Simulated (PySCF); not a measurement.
C5H14O2Si, triplet, at the geometry of the source list (a higher spin typed on purpose: for a closed-shell molecule this is an excited state); PySCF with M06L/STO-3G.

Here is a job for PySCF.
```python
from pyscf import gto, scf, dft

mol = gto.M(
    atom='''
Si    0.11410000   -1.27110000    0.50470000
C    -0.59030000   -2.58580000   -0.65970000
O    -0.95820000   -0.16870000    1.03870000
C    -1.83750000    0.67410000    0.34030000
C    -2.57130000    1.56900000    1.32830000
O     1.31760000   -0.64410000   -0.39320000
C     2.16800000    0.42670000   -0.07950000
C     2.77500000    0.98860000   -1.35690000
H     0.54220000   -1.74380000    1.81620000
H    -1.03660000   -2.14790000   -1.54910000
H    -1.35960000   -3.15830000   -0.15160000
H     0.17610000   -3.27950000   -0.98620000
H    -1.27550000    1.28440000   -0.37840000
H    -2.55630000    0.06520000   -0.22170000
H    -3.13070000    0.95880000    2.03200000
H    -3.25690000    2.22570000    0.79980000
H    -1.85810000    2.17080000    1.88540000
H     1.61060000    1.20570000    0.45480000
H     2.95980000    0.06340000    0.58700000
H     1.99550000    1.39580000   -1.99650000
H     3.48620000    1.77480000   -1.11720000
H     3.28590000    0.19600000   -1.89740000
''',
    basis='sto-3g',
    spin=2,
    verbose=4,
)

mf = dft.UKS(mol)
mf.xc = 'm06l'
mf.kernel()
mf.analyze()
```

It wrote (shortened):

```
PySCF version 2.14.0

[INPUT] verbose = 4
[INPUT] num. atoms = 22
[INPUT] num. electrons = 74
[INPUT] charge = 0
[INPUT] spin (= nelec alpha-beta = 2S) = 2
[INPUT] symmetry False subgroup None
[INPUT] Mole.unit = angstrom
[INPUT] Symbol           X                Y                Z      unit          X                Y                Z       unit  Magmom
[...]
nuclear repulsion = 491.636515722747
number of shells = 40
number of NR pGTOs = 174
number of NR cGTOs = 58
basis = sto-3g
ecp = {}

******** <class 'pyscf.dft.uks.UKS'> ********
method = UKS
initial guess = minao
damping factor = 0
level_shift factor = 0
DIIS = <class 'pyscf.scf.diis.CDIIS'>
diis_start_cycle = 1
diis_space = 8
diis_damp = 0
SCF conv_tol = 1e-09
SCF conv_tol_grad = None
SCF max_cycles = 50
direct_scf = True
direct_scf_tol = 1e-13
number electrons alpha = 38  beta = 36
XC library pyscf.dft.libxc version 7.1.2
    S. Lehtola, C. Steigemann, M. J. T. Oliveira, and M. A. L. Marques,  SoftwareX 7, 1–5 (2018)
XC functionals = m06l
    Y. Zhao and D. G. Truhlar,  J. Chem. Phys. 125, 194101 (2006)
    Y. Zhao and D. G. Truhlar,  J. Chem. Phys. 125, 194101 (2006)
    Y. Zhao and D. G. Truhlar,  Theor. Chem. Acc. 120, 215 (2008)
radial grids:
    Treutler-Ahlrichs [JCP 102, 346 (1995); DOI:10.1063/1.469408] (M4) radial grids

becke partition: Becke, JCP 88, 2547 (1988); DOI:10.1063/1.454033
pruning grids: <function nwchem_prune>
grids dens level: 3
symmetrized grids: False
atomic radii adjust function: <function treutler_atomic_radii_adjust>
small_rho_cutoff = 0
Set gradient conv threshold to 3.16228e-05
tot grids = 255248
init E= -631.481252157173

cycle= 1 E= -630.441723217194  delta_E= 1.04  |g|= 0.549  |ddm|= 4.42

cycle= 2 E= -629.837373081455  delta_E= 0.604  |g|= 1.11  |ddm|= 3.73

cycle= 3 E= -630.386986080953  delta_E= -0.55  |g|= 0.577  |ddm|= 3.91

cycle= 4 E= -630.397866570403  delta_E= -0.0109  |g|= 0.554  |ddm|= 3.51

cycle= 5 E= -630.634120338709  delta_E= -0.236  |g|= 0.278  |ddm|= 1.74

cycle= 6 E= -630.685584328747  delta_E= -0.0515  |g|= 0.166  |ddm|= 1.22

cycle= 7 E= -630.704640089402  delta_E= -0.0191  |g|= 0.0594  |ddm|= 0.357

cycle= 8 E= -630.707453517917  delta_E= -0.00281  |g|= 0.0227  |ddm|= 0.325

cycle= 9 E= -630.705287708912  delta_E= 0.00217  |g|= 0.0553  |ddm|= 0.209

cycle= 10 E= -630.70756617966  delta_E= -0.00228  |g|= 0.0193  |ddm|= 0.113

cycle= 11 E= -630.707525958047  delta_E= 4.02e-05  |g|= 0.0205  |ddm|= 0.0286

[...]
SCF not converged.
Total Energy =                        -630.707873169562276
[...]
spin_pop of  20 H 1s        0.01074
spin_pop of  21 H 1s        0.00473
 ** Mulliken Spin Density (per atom)  **
spin density of  0 Si =      0.33403
spin density of  1 C =      0.08025
spin density of  2 O =      0.57667
spin density of  3 C =      0.06998
spin density of  4 C =      0.00464
spin density of  5 O =      0.67146
spin density of  6 C =      0.10934
spin density of  7 C =     -0.00424
spin density of  8 H =      0.04936
spin density of  9 H =     -0.00257
spin density of  10 H =     -0.00062
spin density of  11 H =     -0.00211
spin density of  12 H =      0.03061
spin density of  13 H =      0.00554
spin density of  14 H =      0.00272
spin density of  15 H =      0.00918
spin density of  16 H =      0.00106
spin density of  17 H =      0.02931
spin density of  18 H =      0.01868
spin density of  19 H =      0.00122
spin density of  20 H =      0.01074
spin density of  21 H =      0.00473
 ** Mulliken pop alpha/beta on meta-lowdin orthogonal AOs **
 ** Mulliken pop       alpha | beta **
In total            38.00000 | 36.00000
 ** Mulliken atomic charges   ( Nelec_alpha | Nelec_beta ) **
charge of  0Si =      0.56977  (     6.88213      6.54810 )
charge of  1C =     -0.31718  (     3.19872      3.11846 )
charge of  2O =     -0.16354  (     4.37010      3.79343 )
charge of  3C =     -0.00720  (     3.03859      2.96861 )
charge of  4C =     -0.14631  (     3.07547      3.07084 )
charge of  5O =     -0.13566  (     4.40356      3.73210 )
charge of  6C =     -0.02183  (     3.06559      2.95624 )
charge of  7C =     -0.14768  (     3.07172      3.07596 )
charge of  8H =     -0.16594  (     0.60765      0.55829 )
charge of  9H =      0.03401  (     0.48171      0.48428 )
charge of  10H =      0.03162  (     0.48388      0.48450 )
charge of  11H =      0.03672  (     0.48059      0.48270 )
charge of  12H =      0.04255  (     0.49403      0.46342 )
charge of  13H =      0.03532  (     0.48511      0.47957 )
charge of  14H =      0.04752  (     0.47760      0.47488 )
charge of  15H =      0.04507  (     0.48206      0.47287 )
charge of  16H =      0.04766  (     0.47670      0.47564 )
charge of  17H =      0.03902  (     0.49514      0.46583 )
charge of  18H =      0.04261  (     0.48804      0.46936 )
charge of  19H =      0.04535  (     0.47794      0.47671 )
charge of  20H =      0.04233  (     0.48420      0.47346 )
charge of  21H =      0.04580  (     0.47947      0.47474 )
Dipole moment(X, Y, Z, Debye):  0.05047,  1.06766, -0.06775
```

The run did not converge; its last values are not results.
